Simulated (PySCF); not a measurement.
# Diatomics of H with group 12

PBE0 with triple-zeta basis sets in PySCF, for the lowest determinant that a PBE0 search found; no spin–orbit coupling. De refers to high-spin ground-configuration atoms. A positive dipole means M(−)H(+).

```
 M         basis  state (unpaired electrons)  Re (Å)  ωe (cm⁻¹)  De (eV)  μ (D)
Zn  x2c-TZVPPall               doublet (σ ↑)   1.603       1559     0.97  -0.63
Cd  x2c-TZVPPall               doublet (σ ↑)   1.768       1427     0.85  -0.66
Hg    def2-TZVPP               doublet (σ ↑)   1.763       1335     0.47  -0.27
```

The shortest bond is that of ZnH (1.603 Å), the longest that of CdH (1.768 Å).

The rows differ in basis set, which adds steps of its own.

Down a group the atoms grow and get heavier, so bonds lengthen and wavenumbers fall; this series shows no clear exception.

Weak bonds: HgH. Basis-set superposition, not corrected here, can be much of De in a small basis, most of all at correlated wavefunction levels. Functionals without a dispersion term scatter widely for such bonds, and LDA overbinds them. Spin–orbit coupling is left out. States were picked by a PBE0 search and need not be the measured ground states.
